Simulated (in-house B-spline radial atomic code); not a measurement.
# Ionising Al4+ with different functionals

Computed with a B-spline radial code for spherical atoms: non-relativistic Hamiltonian, point nucleus, spin-polarised at highest spin, spherical fractional occupations for the functionals, the average over the highest-spin determinants for Hartree-Fock. The ionisation energy is the difference of two self-consistent energies, [He] 2s2 2p5 → [He] 2s2 2p4, without Breit or QED terms; ε is the level of the shell that loses the electron (its least bound occupied spin orbital).

Hybrids are left out here: with spherical fractional occupations of an open shell their exact exchange keeps a self-interaction that integer-occupation calculations don't have.

```csv
method,rung,ΔSCF (eV),-ε(2p) (eV)
Hartree-Fock,Hartree-Fock,?,?
LDA VWN5,LDA,154.36,137.03
LDA PW92,LDA,154.35,137.02
LDA exchange-only,LDA,151.85,134.69
PBE,GGA,154.25,136.94
PBEsol,GGA,?,?
BLYP,GGA,154.31,136.97
RPBE,GGA,154.13,136.85
PW91,GGA,154.49,137.16
BP86,GGA,154.44,137.09
AM05,GGA,153.93,136.67
OLYP,GGA,154.24,137.13
TPSS,meta-GGA,154.38,137.20
SCAN,meta-GGA,154.63,137.89
r2SCAN,meta-GGA,154.59,137.83
M06-L,meta-GGA,154.35,137.65
revTPSS,meta-GGA,154.11,136.96
```

What does PBEsol give?

ΔSCF 154.00 eV, and -ε(2p) = 136.72 eV.

What does Hartree-Fock give?

ΔSCF 152.19 eV, and -ε(2p) = 154.84 eV.

How do they compare with the NIST value?

NIST lists 153.825 eV ± 0.0025 (semi-empirical, ground level to ground level). Errors run from -1.98 to +0.81 eV; AM05 is closest (+0.11 eV), but part of that can be cancellation, since the calculations leave out relativity, Breit-QED terms, multiplet and fine-structure energies. Hartree-Fock also lacks correlation.
